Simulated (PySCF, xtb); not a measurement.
Si(CCH)2(Cl)2 (C₄H₂Cl₂Si), SMILES C#C[Si](Cl)(Cl)C#C.

xtb with GFN2-xTB at its own geometry gives an orbital gap of 5.06 eV and a dipole moment of 1.78 D.

Geometry optimised at PBE0-D3(BJ)/def2-SVP.

### Question
What does CAM-B3LYP/def2-TZVP run with PySCF give? (Estimate from the structure and the level; the computed values follow.)

### Answer
gap 9.79 eV (levels -9.93 and -0.14 eV), dipole 2.23 D.
